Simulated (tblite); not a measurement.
C8H14O2.
Cartesian coordinates in Å at the GFN2-xTB level; atoms count from 1:
```
atom  x, y, z in Å
C1     3.8754    0.2095    0.0478
C2     2.5181    0.1338   -0.6048
O3     2.3259   -0.0796   -1.7728
O4     1.5518    0.3437    0.2907
C5     0.1929    0.2882   -0.1705
C6    -0.6551    1.1149    0.7899
C7    -2.1251    1.0488    0.3870
C8    -2.6071   -0.3980    0.3536
C9    -1.7601   -1.2151   -0.6168
C10   -0.2894   -1.1610   -0.2176
H11    4.6465    0.0404   -0.6968
H12    4.0052    1.1876    0.5035
H13    3.9422   -0.5415    0.8307
H14    0.1584    0.7150   -1.1817
H15   -0.5239    0.7170    1.7981
H16   -0.3046    2.1485    0.7876
H17   -2.2488    1.4929   -0.6031
H18   -2.7235    1.6286    1.0921
H19   -3.6558   -0.4327    0.0532
H20   -2.5297   -0.8293    1.3540
H21   -1.8746   -0.8145   -1.6261
H22   -2.0968   -2.2530   -0.6279
H23    0.3196   -1.7170   -0.9325
H24   -0.1532   -1.6076    0.7701
```

Level: GFN2-xTB in tblite, geometry and Hessian alike; calculated harmonic values, unscaled, isolated species. Against measured fundamentals such values can be off by several per cent, at times by over 20. One conformer, not necessarily the lowest. The optimisation stopped once no atom felt more than 0.01 eV/Å.

Lowest wavenumbers of the output (negative numbers stand for imaginary wavenumbers):
```
mode    cm-1
  1     -53.4
  2      44.8
  3      80.7
  4      96.9
  5     198.4
  6     224.0
  7     286.2
  8     332.8
```

Problem. Is this structure a minimum?

Solution. Not by this Hessian. 1 mode is imaginary beyond 20i (53i cm⁻¹), so at this level the point lies at or near a first-order saddle. The curvature is small, so loose convergence or finite differences may be the whole cause.

Problem. Which atoms move in the imaginary mode?

Solution. 53i: H12 (methyl hydrogen) 35 %, H13 (methyl hydrogen) 35 %, H11 (methyl hydrogen) 26 %. These are shares of the mass-weighted motion.

Problem. What is the remedy?

Solution. Step along that mode in both directions, optimise again with tighter thresholds and repeat the frequencies. The zero-point energy of this point (130.8 kcal/mol) counts the 65 real modes alone, and thermal corrections from it aren't those of a minimum.
